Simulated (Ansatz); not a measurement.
C2H5NO, SMILES `C=C(N)O` (charge 0, multiplicity 1).

Cartesian coordinates (Å):
```xyz
9

C     -1.3017    -0.2787     0.0157
C     -0.0524     0.1432    -0.1750
N      1.0615    -0.1804     0.6076
O      0.2551     1.0042    -1.1901
H     -1.5190    -1.0550     0.7334
H     -2.1116     0.1487    -0.5539
H      0.8393    -0.7768     1.3913
H      1.8334    -0.5592     0.0717
H      0.9954     1.5540    -0.9007
```
Charge 0, spin multiplicity 1.

Frozen-core energies in 6-31g from Ansatz (a program for electronic structure) at a geometry from B3LYP-D3(BJ)/def2-TZVP; the HF reference has <S^2> = 0.00 and the T1 diagnostic is 0.011.

| level | energy (Ha) | difference from CCSDT(Q) (mHa) |
|---|---|---|
| HF | -207.83692 | 447.32 |
| MP2 | -208.24197 | 42.27 |
| CCSD | -208.27172 | 12.52 |
| CCSD(T) | -208.28238 | 1.86 |
| CCSDT | -208.28292 | 1.32 |
| CCSDT(Q) | -208.28424 | 0.00 |
